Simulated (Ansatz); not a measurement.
Consider the redistribution: `[CH3][Zn][Br]` + `C[SiH](O)P` → `[CH3][Zn][PH2]` + `C[SiH](O)Br`.

Isolated molecules relaxed with PBE0-D4/def2-TZVP in Ansatz; ΔE leaves out vibrations. CCSD(T)/CBS is the MP2 limit (def2-TZVPP, def2-QZVPP) plus CCSD(T) − MP2 in def2-TZVPP, frozen cores. DFT in def2-TZVPP. B3LYP here is the variant with VWN-RPA as its local correlation; programs differ in this. For Br, Zn outer-core shells are correlated without core-valence functions, which leaves a few kJ/mol of doubt a bond. Scalar relativity is left out up to krypton. Each species was taken in one conformer, which may not be the lowest.

`[CH3][Zn][Br]`:

```xyz
6

C    -0.448    0.657   -0.232
Zn    0.595   -0.873    0.308
Br    1.810   -2.656    0.938
H    -0.354    0.818   -1.308
H    -0.101    1.553    0.286
H    -1.501    0.501    0.007
```

`C[SiH](O)P`:

Cartesian coordinates in Å:
```
C -1.286 -0.661 -0.671
Si -0.084 0.623 -0.053
O -0.309 0.965 1.548
P 2.000 -0.080 -0.565
H -1.180 -0.796 -1.751
H -1.118 -1.630 -0.193
H -2.313 -0.352 -0.463
H -0.303 1.919 -0.744
H -0.019 0.311 2.185
H 2.635 0.834 0.317
H 1.977 -1.133 0.391
```

`[CH3][Zn][PH2]`:

Cartesian coordinates in Å:
```
C -1.173 0.665 1.065
Zn 0.325 0.044 -0.012
P 2.125 -0.651 -1.240
H -1.331 0.008 1.923
H -2.093 0.680 0.476
H -0.991 1.675 1.439
H 1.440 -0.412 -2.466
H 1.698 -2.009 -1.185
```

`C[SiH](O)Br`:

```xyz
9

C    -0.493   -0.114   -1.089
Si    0.442   -0.273    0.502
O    -0.421    0.191    1.813
Br    2.282    0.985    0.331
H     0.114   -0.469   -1.925
H    -1.408   -0.710   -1.045
H    -0.763    0.926   -1.285
H     0.872   -1.658    0.779
H    -0.627    1.121    1.919
```

Problem. Is it downhill or uphill in electronic energy at CCSD(T)/CBS, and by how much? (Estimate.)

Solution. The calculation gave: Uphill: ΔE = +20.4 kJ/mol.

Problem. What do these levels give: PBE-D4, r2SCAN-D4, ωB97X-V, B2PLYP, PBE, r2SCAN, B3LYP, MP2/def2-TZVPP, CCSD/def2-TZVPP, CCSD(T)/def2-TZVPP, MP2/def2-QZVPP, CCSD/CBS(def2)? (Best estimate.)

Solution. Computed: PBE-D4 16.2, r2SCAN-D4 18.5, ωB97X-V 22.2, B2PLYP 19.1, PBE 15.8, r2SCAN 18.3, B3LYP 19.3, MP2/def2-TZVPP 15.6, CCSD/def2-TZVPP 22.1, CCSD(T)/def2-TZVPP 20.1, MP2/def2-QZVPP 16.0, CCSD/CBS(def2) 22.3 kJ/mol.

Largest T1 diagnostic among the species: 0.014.

From PBE to PBE0 (25 % exact exchange), in def2-TZVPP and without D4, ΔE moves by +3.8 kJ/mol. In def2-TZVPP, CCSD(T) changes the Hartree–Fock value by −14.1 kJ/mol (the triples alone add −1.9 kJ/mol) and MP2 by −18.7 kJ/mol.
